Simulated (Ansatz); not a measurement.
Ga5N4H16⁻, a cluster cut from zinc blende GaN (hydrogen-capped). The state is a triplet with charge -1. Geometry r2SCAN-D4/def2-SVP, that of the charge -1 singlet; atoms count from 1.

| atom | x (Å) | y (Å) | z (Å) |
| --- | --- | --- | --- |
| N1 | 0.636 | -1.635 | -0.164 |
| N2 | -2.046 | -0.149 | -0.686 |
| N3 | 0.261 | 0.463 | 2.094 |
| N4 | 0.637 | 1.410 | -0.843 |
| Ga5 | 0.914 | -1.420 | 1.767 |
| Ga6 | -1.201 | -1.982 | -0.761 |
| Ga7 | 1.600 | -0.284 | -1.270 |
| Ga8 | -1.197 | 1.473 | -1.538 |
| Ga9 | 0.908 | 2.033 | 0.999 |
| H10 | 1.138 | -2.502 | -0.392 |
| H11 | -2.290 | 0.070 | 0.284 |
| H12 | -2.956 | -0.252 | -1.145 |
| H13 | 0.524 | 0.679 | 3.060 |
| H14 | -0.762 | 0.466 | 2.117 |
| H15 | 1.143 | 2.099 | -1.414 |
| H16 | -0.069 | -2.341 | 2.611 |
| H17 | 2.448 | -1.420 | 2.145 |
| H18 | -2.013 | -2.843 | 0.300 |
| H19 | -1.252 | -2.421 | -2.279 |
| H20 | 1.375 | -0.625 | -2.803 |
| H21 | 3.094 | -0.167 | -0.748 |
| H22 | -1.244 | 1.220 | -3.097 |
| H23 | -2.009 | 2.708 | -0.951 |
| H24 | 2.441 | 2.200 | 1.343 |
| H25 | -0.082 | 3.219 | 1.372 |

Single mean-field runs in def2-TZVP are fitted with def2-universal-jkfit. The highest occupied level of the charge -1 triplet lies above zero (up to 1.59 eV). By energy differences it is unbound by 0.51 eV (vertical, against the charge 0 doublet, at PBE0-D4/def2-TZVP) and held by the finite basis. At PBE0-D4/def2-TZVP a singlet of charge -1 lies 5.83 eV below the triplet at the same geometry.

Question: Estimate the Mulliken populations from the PBE0/def2-TZVP orbitals of Ansatz.

Answer: 
```csv
atom,charge (e),spin (α − β)
N1,-0.41,-0.01
N2,-0.41,-0.11
N3,-0.14,-0.24
N4,-0.41,0.05
Ga5,-0.09,0.44
Ga6,0.13,0.13
Ga7,0.20,0.01
Ga8,0.14,0.10
Ga9,0.00,0.32
H10,0.24,-0.02
H11,0.11,0.16
H12,0.20,0.04
H13,0.11,0.15
H14,-0.01,0.29
H15,0.23,-0.02
H16,0.00,0.23
H17,-0.07,0.07
H18,-0.11,0.04
H19,-0.11,0.04
H20,-0.11,0.04
H21,-0.11,0.05
H22,-0.12,0.02
H23,-0.13,0.00
H24,-0.09,0.06
H25,-0.04,0.15
```
Mulliken values depend strongly on the basis.

Question: Where does the spin sit?

Answer: Summed by element: N -0.30, Ga 1.00, H 1.30, of 2 unpaired in all. Largest on single atoms: Ga5 0.44, Ga9 0.32, H14 0.29.

Question: And the Mayer bond orders between heavy atoms (over 0.3)?

Answer: N1–Ga5 0.79 (1.96 Å); N1–Ga6 0.78 (1.96 Å); N1–Ga7 0.74 (2.00 Å); N2–Ga6 0.66 (2.02 Å); N2–Ga8 0.66 (2.02 Å); N3–Ga5 0.40 (2.02 Å); N3–Ga9 0.46 (2.02 Å); N4–Ga7 0.75 (2.00 Å); N4–Ga8 0.75 (1.96 Å); N4–Ga9 0.80 (1.96 Å).
